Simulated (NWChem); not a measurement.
A series in which one site is exchanged, each optimised at PBE0/def2-SVP with NWChem, gas phase unless a solvent is named. Some are not confirmed as minima by frequencies. def2 effective core potentials on Te; no spin-orbit coupling.

A: [CH3][Mg][GeH3] (CH6GeMg; site = Mg)
B: C[S][GeH3] (CH6GeS; site = S)
C: [O](C)[GeH3] (CH$_{6}$GeO; site = O)
D: C[Te][GeH3] (CH₆GeTe; site = Te)

Task: Rank them by lowest singlet excitation, CAM-B3LYP/def2-SVPD, TDA (eV), lowest first.

Result: D (3.79), A (4.80), B (5.34), C (6.64)
